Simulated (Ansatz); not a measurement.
Reaction (hydrogenolysis of a Ga–Br bond): `[OH][Ga]([Cl])[Br]` + H₂ → `[OH][GaH][Cl]` + HBr

Isolated molecules relaxed with PBE0-D4/def2-TZVP in Ansatz; ΔE leaves out vibrations. CBS: MP2 limit from def2 TZ/QZ plus the TZ coupled-cluster correction, frozen cores. This one scheme is used for every species. DFT in def2-TZVPP. For Br, Ga outer-core shells are correlated without core-valence functions, which leaves a few kJ/mol of doubt a bond. Scalar relativity is left out up to krypton. Each species was taken in one conformer, which may not be the lowest.

```json
{"level": "PBE-D4", "ΔE (kcal/mol)": "22.0"}
{"level": "r2SCAN0-D4", "ΔE (kcal/mol)": "23.5"}
{"level": "B2PLYP", "ΔE (kcal/mol)": "22.2"}
{"level": "r2SCAN0", "ΔE (kcal/mol)": "23.2"}
```

**Question.** What does CCSD(T)/CBS give? (An estimate is asked.)

**Answer.** The calculation gave: +22.8 kcal/mol. The listed levels differ from it by -0.8, 0.7, -0.6, 0.4 kcal/mol.

Largest T1 diagnostic among the species: 0.013.

From BLYP to BHLYP (50 % exact exchange), in def2-TZVPP and without D4, ΔE moves by +1.3 kcal/mol. Leaving LDA and LC-ωPBE aside and taking each functional with its dispersion term where it has one, the values, not all of them listed here, spread over 3.2 kcal/mol, from B97M-V to r2SCAN0-D4. LDA lies −1.4 kcal/mol from PBE without D4.
